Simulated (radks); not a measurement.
The numbers below are computed, except where a source is named.
Problem. Species: Ar11+. Configuration: [He] 2s2 2p3. Code: a radial shooting solver on a logarithmic mesh with Libxc functionals. Model: scalar-relativistic Kohn-Sham, PBEsol, spin-polarised, spherical densities, finite nucleus; open shells are filled with parallel spins first; Fermi nuclear charge, rms radius 3.4274 fm. Some entries of the table are withheld. Estimate them.

orbital  occ.  eigenvalue (hartree)  <r^2> (bohr^2)
1s up       1             -130.0951             (1)
1s down     1             -129.7341             (2)
2s up       1             -23.58021          0.1716
2s down     1             -22.91204          0.1757
2p up       3             -21.61884             (3)
2p down     0             -20.83165             (4)

Solution. 
(1) 1s up <r^2> (bohr^2): 0.009856
(2) 1s down <r^2> (bohr^2): 0.009797
(3) 2p up <r^2> (bohr^2): 0.1374
(4) 2p down <r^2> (bohr^2): 0.1422
